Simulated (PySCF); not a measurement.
C3H6F2Si.

```xyz
12

Si     0.8675    -0.1241     0.1896
F      2.1557    -0.5144    -0.7128
F      1.0496     1.4295     0.6129
C     -0.6907    -0.2943    -0.8218
C     -1.8791     0.2029    -0.0486
C     -2.7963    -0.5695     0.5424
H      0.8899    -0.9461     1.4176
H     -0.5489     0.2757    -1.7571
H     -0.8056    -1.3570    -1.0968
H     -1.9505     1.2915     0.0639
H     -2.7643    -1.6615     0.4651
H     -3.6169    -0.1363     1.1197
```
Charge 0, spin multiplicity 1.

Geometry optimised at B3LYP-D3(BJ)/def2-SVP. One conformer was computed; it need not be the lowest.

Computed with PBE0/pcSseg-1 (PySCF). Non-relativistic, no solvent.

Q: Give the absolute GIAO shielding of each atom: isotropic value and principal components (ppm). (An estimate is asked for; the answer gives what the named calculation found.)

A: 
```json
[
 {"atom": "Si1", "σ(iso)": "356.3", "σ11": "323.0", "σ22": "340.4", "σ33": "405.4", "span": "82.4"},
 {"atom": "F2", "σ(iso)": "319.5", "σ11": "245.4", "σ22": "343.2", "σ33": "370.1", "span": "124.7"},
 {"atom": "F3", "σ(iso)": "330.6", "σ11": "258.2", "σ22": "358.4", "σ33": "375.3", "span": "117.1"},
 {"atom": "C4", "σ(iso)": "158.6", "σ11": "139.8", "σ22": "158.5", "σ33": "177.5", "span": "37.7"},
 {"atom": "C5", "σ(iso)": "47.3", "σ11": "-74.3", "σ22": "55.2", "σ33": "161.0", "span": "235.2"},
 {"atom": "C6", "σ(iso)": "58.1", "σ11": "-58.1", "σ22": "78.5", "σ33": "153.9", "span": "212.0"},
 {"atom": "H7", "σ(iso)": "26.5", "σ11": "23.4", "σ22": "24.1", "σ33": "31.9", "span": "8.5"},
 {"atom": "H8", "σ(iso)": "29.2", "σ11": "25.7", "σ22": "27.7", "σ33": "34.3", "span": "8.5"},
 {"atom": "H9", "σ(iso)": "29.6", "σ11": "25.9", "σ22": "29.0", "σ33": "34.0", "span": "8.1"},
 {"atom": "H10", "σ(iso)": "25.4", "σ11": "23.1", "σ22": "24.6", "σ33": "28.3", "span": "5.2"},
 {"atom": "H11", "σ(iso)": "25.8", "σ11": "22.3", "σ22": "25.3", "σ33": "29.9", "span": "7.6"},
 {"atom": "H12", "σ(iso)": "25.8", "σ11": "22.8", "σ22": "24.9", "σ33": "29.7", "span": "7.0"}
]
```
